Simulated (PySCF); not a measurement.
## Computed spin Hamiltonian

Compound: CH10NSi3 (doublet state).
Z-matrix (Å and degrees, PBE0-D3(BJ)/def2-SVP geometry), rows numbered from 1:
```
N 
Si  1  1.7427
Si  2  2.3461  1  109.06
C   3  1.8918  2  109.52  1    55.45
Si  4  1.8819  3  114.59  2   179.09
H   1  1.0143  2  120.08  3   -59.04
H   1  1.0145  2  120.45  3   156.25
H   2  1.5028  1  105.59  3  -121.17
H   3  1.4981  2  108.61  1   175.14
H   3  1.5012  2  112.75  1   -65.76
H   4  1.1036  3  108.64  2    57.01
H   4  1.1040  3  108.75  2   -59.21
H   5  1.4952  4  110.19  3   -59.62
H   5  1.4952  4  110.30  3    60.12
H   5  1.4970  4  111.08  3  -179.75
```

The hyperfine couplings belong to this conformer and change with its torsions.

Identity: `N[SiH][SiH2]C[SiH3]` [radical].

Method used: UKS B3LYP, IGLO-III on C N Si, pcH-1 on H, non-relativistic, mean-field spin-orbit, GIAO in PySCF. The structure is a single PBE0-D3(BJ)/def2-SVP conformer in the gas phase; no vibrational or solvent corrections. The SCF solution wasn't tested for stability.

```json
{"g1, g2, g3": "2.00203, 2.00229, 2.00447", "g_iso": "2.00293", "Form of g": "close to axial: the two nearest values differ by 10 % of g3 − g1", "⟨S²⟩": "0.7531 (exact 0.7500)", "α and β electrons": "33, 32", "HOMO–LUMO gap, α and β orbitals": "4.47, 5.31 eV", "Basis functions": "302"}
```

Isotropic coupling and dipolar principal values T1 to T3, in G (MHz turned into gauss with g_iso; 10 G = 1 mT):

```tsv
atom	isotope	a_iso	of which spin–orbit	T1	T2	T3	Mulliken spin population
N1	14N	2.0	0.0	-3.1	-3.0	6.1	0.12
Si2	29Si	-154.0	0.4	-47.4	23.2	24.1	0.78
Si3	29Si	-35.7	0.1	-7.7	3.3	4.4	0.06
C4	13C	-0.6	0.0	-0.1	0.0	0.1	-0.01
Si5	29Si	-0.4	0.0	0.0	0.0	0.0	0.00
H6	1H	-3.1	0.0	-3.7	-1.3	4.9	-0.01
H7	1H	-4.4	0.0	-3.8	-0.9	4.8	-0.01
H8	1H	16.3	0.0	-2.7	0.2	2.6	0.02
H9	1H	-2.0	0.0	-1.0	-0.4	1.4	0.00
H10	1H	21.0	0.0	-1.0	-0.1	1.0	0.03
H11	1H	-0.2	0.0	-0.6	-0.5	1.0	0.00
H12	1H	0.3	0.0	-0.5	-0.3	0.8	0.00
H13	1H	0.0	0.0	-0.2	-0.1	0.3	0.00
H14	1H	0.3	0.0	-0.2	-0.1	0.3	0.00
H15	1H	0.4	0.0	-0.1	-0.1	0.2	0.00
```

Largest spin populations (Mulliken): Si2 (+0.78), N1 (+0.12) and Si3 (+0.06). Si2 is the only atom above +0.15. The angles at Si2 add up to 327.2°, so it is pyramidal.

Axes: g2 points within 15° of the N1–H7 bond.

Under fast tumbling the dipolar parts average out, and these isotropic splittings remain: 1 × 1H (H8, I = 1/2, 2 lines) with 1.63 mT, 2 × 1H (H9/H10, I = 1/2, 3 lines) with 0.95 mT, 1 × 1H (H7, I = 1/2, 2 lines) with 0.44 mT, 1 × 1H (H6, I = 1/2, 2 lines) with 0.31 mT and 1 × 14N (N1, I = 1, 3 lines) with 0.20 mT.

Means are taken over nuclei equivalent by connectivity, which assumes that they swap fast. H6 and H7 aren't averaged: N1 is flat or nearly so (angle sum 351°), and its turn about the short N1–Si2 bond (1.74 Å) is taken as slow. The 1H value of +26.6 MHz is a mean of couplings from -5.5 to 58.8 MHz in this one geometry, not an average over conformers.

The 29Si coupling of Si2 (-431.7 MHz) shows only in satellite lines or after enrichment, since that isotope makes up about 4.7 % of natural silicon.

The spin density at the nucleus, in bohr⁻³, is negative for H7 (-0.0028), H6 (-0.0020) and C4 (-0.0015), for instance. A restricted open-shell determinant has no negative spin density anywhere; here it arises because α and β orbitals differ (spin polarisation).

On an x86-64 server with one thread, shared host, this took 99 s wall (grids of density and orbitals included).
